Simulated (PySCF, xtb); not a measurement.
W(NH)(S)(Cl)(Me) (CH4ClNSW), SMILES [NH]=[W]([CH3])([Cl])=[S], multiplicity 1.

GFN2-xTB (xtb) at its own geometry gives an orbital gap of 1.62 eV and a dipole moment of 4.83 D.

Coordinates come from a PBE0-D3(BJ)/def2-SVP optimisation. The spin state was assumed, not searched. The structure was generated by enumeration; whether it is a known compound was not checked. The def2 effective core potentials stand for the cores of W; spin–orbit coupling is left out.

What does PySCF with r2SCAN/def2-TZVP give? (Estimate from the structure and the level; the computed values follow.)

gap 3.25 eV (levels -6.66 and -3.41 eV), dipole 2.17 D.
